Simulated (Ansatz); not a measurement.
`C=N[CH2][GaH][OH]` and `C=NCS` differ in one atom or group.

Ansatz, PBE0-D4/def2-TZVP geometries, multiplicity 1. Each molecule was computed in one conformer, which needn't be the lowest.

Scalar relativity is left out up to krypton.

```tsv
property	`C=N[CH2][GaH][OH]`
LUMO energy (ωB97M-V/def2-TZVPP) / eV	0.81
HOMO energy (ωB97M-V/def2-TZVPP) / eV	-9.66
LUMO energy (PBE/def2-TZVPP) / eV	-1.79
HOMO–LUMO gap (ωB97M-V/def2-TZVPP) / eV	10.47
HOMO energy (B3LYP/def2-TZVPP) / eV	-7.25
LUMO energy (B3LYP/def2-TZVPP) / eV	-1.19
```

(1) What does the change do to each property? (Estimate.)

Answers

(1) The calculation gave: 
```json
{"property": "LUMO energy (ωB97M-V/def2-TZVPP) / eV", "`C=NCS`": "1.47", "shift": "0.66"}
{"property": "HOMO energy (ωB97M-V/def2-TZVPP) / eV", "`C=NCS`": "-9.23", "shift": "0.43"}
{"property": "LUMO energy (PBE/def2-TZVPP) / eV", "`C=NCS`": "-1.87", "shift": "-0.08"}
{"property": "HOMO–LUMO gap (ωB97M-V/def2-TZVPP) / eV", "`C=NCS`": "10.70", "shift": "0.23"}
{"property": "HOMO energy (B3LYP/def2-TZVPP) / eV", "`C=NCS`": "-6.75", "shift": "0.50"}
{"property": "LUMO energy (B3LYP/def2-TZVPP) / eV", "`C=NCS`": "-1.01", "shift": "0.18"}
```

With PBE0 the HOMO rises by 0.46 eV and the LUMO rises by 0.14 eV, so the gap narrows by about 0.32 eV. PBE moves the HOMO by 0.29 eV and ωB97M-V by 0.43 eV.

B3LYP here is the variant with VWN-RPA as its local correlation; programs differ in this.
